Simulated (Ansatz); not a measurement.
Al₆As₆H₁₈, a cluster cut from wurtzite AlAs (hydrogen-capped), 30 atoms. Hardware: 2 threads of AMD EPYC 7R13 on a shared host and a share (18 GiB) of an NVIDIA H100 80GB HBM3.

The 6-31G sets use Cartesian d functions. Correlated methods freeze 84 core orbitals; core or outer-core shells of As are correlated, in sets that lack core-valence functions. Single mean-field runs in def2-TZVP are fitted with def2-universal-jkfit.

Q: How many basis functions does each of these Ansatz runs have, and roughly what does it cost? PBE-D4/def2-TZVP, charge 0 singlet, energy and forces, from earlier orbitals; PBE0-D4/def2-TZVP, charge -1 doublet at the geometry of the charge 0 singlet, energy; PBE-D4/def2-SVP, charge 0 singlet, energy, from earlier orbitals; r2SCANh-D4/def2-TZVP, charge 0 singlet, energy, from earlier orbitals; PBE0-D4/def2-SVP, charge 0 singlet, energy, from earlier orbitals; HF/6-31G, charge 0 singlet, energy; MP2/def2-SVP, charge 0 singlet, energy, from earlier orbitals; PBE0-D4/def2-TZVP, charge 0 triplet at the geometry of the charge 0 singlet, energy; BLYP-D4/def2-TZVP, charge 0 singlet, energy, from earlier orbitals; PBE-D4/def2-TZVP, charge 1 doublet at the geometry of the charge 0 singlet, energy, from earlier orbitals; BLYP-D4/def2-TZVP, charge 1 doublet at the geometry of the charge 0 singlet, energy, from earlier orbitals; B3LYP-D4/6-31G, charge 0 singlet, energy.

A: Other jobs shared the machine, so times can vary by a factor of up to 3. A dash marks memory too small to be measured apart from the calling script's.

| run | functions | fitting or Cholesky vectors | wall time | peak host memory (GiB) |
| --- | --- | --- | --- | --- |
| PBE-D4/def2-SVP, charge 0 singlet, energy, from earlier orbitals | 390 | 4380 | 2.6 s | 1.1 |
| HF/6-31G, charge 0 singlet, energy | 288 | 2904 | 3.3 s | – |
| BLYP-D4/def2-TZVP, charge 0 singlet, energy, from earlier orbitals | 618 | 2688 | 3.3 s | – |
| PBE-D4/def2-TZVP, charge 0 singlet, energy and forces, from earlier orbitals | 618 | 2688 | 4 s | 1.1 |
| MP2/def2-SVP, charge 0 singlet, energy, from earlier orbitals | 390 | 3777 | 4.1 s | – |
| B3LYP-D4/6-31G, charge 0 singlet, energy | 288 | 2904 | 4.2 s | – |
| r2SCANh-D4/def2-TZVP, charge 0 singlet, energy, from earlier orbitals | 618 | 2688 | 4.6 s | – |
| PBE0-D4/def2-SVP, charge 0 singlet, energy, from earlier orbitals | 390 | 3777 | 4.7 s | – |
| PBE-D4/def2-TZVP, charge 1 doublet at the geometry of the charge 0 singlet, energy, from earlier orbitals | 618 | 2688 | 11 s | 1.2 |
| PBE0-D4/def2-TZVP, charge -1 doublet at the geometry of the charge 0 singlet, energy | 618 | 2688 | 13 s | 1.3 |
| BLYP-D4/def2-TZVP, charge 1 doublet at the geometry of the charge 0 singlet, energy, from earlier orbitals | 618 | 2688 | 15 s | 1.2 |
| PBE0-D4/def2-TZVP, charge 0 triplet at the geometry of the charge 0 singlet, energy | 618 | 2688 | 40 s | 1.3 |
